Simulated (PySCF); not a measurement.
# Electron correlation in P (phosphorus, neutral)

[Ne] 3s2 3p3, high-spin 4S determinant. All numbers are calculated (PySCF 2.14, the spin-free X2C one-electron Hamiltonian (Gaussian nucleus), in x2c-SVPall (4s3p1d, 18 functions)). Frozen: [Ne]; 5 electrons correlated.

MP2 pair energies summed by pair of shells (mhartree):

| pair | energy | share (%) |
| --- | --- | --- |
| 3s-3p | -39.45 | 64.2 |
| 3p-3p | -13.76 | 22.4 |
| 3s-3s | -8.24 | 13.4 |

Total MP2 correlation energy: -61.45 mhartree.

Same-spin part -16.22 and opposite-spin part -45.23 mhartree; SCS-MP2 scales them by 1/3 and 6/5 to -59.68 mhartree.

```tsv
level	correlation energy (mhartree)
CCSD	-78.48
(T)	-1.02
CCSD(T)	-79.50
```

Diagnostics: T1 = 0.0052, D1 = 0.0077, largest double amplitude 0.062.

Problem. Is a single reference adequate?

Solution. Yes: T1 lies below 0.03 and no double amplitude reaches 0.07.
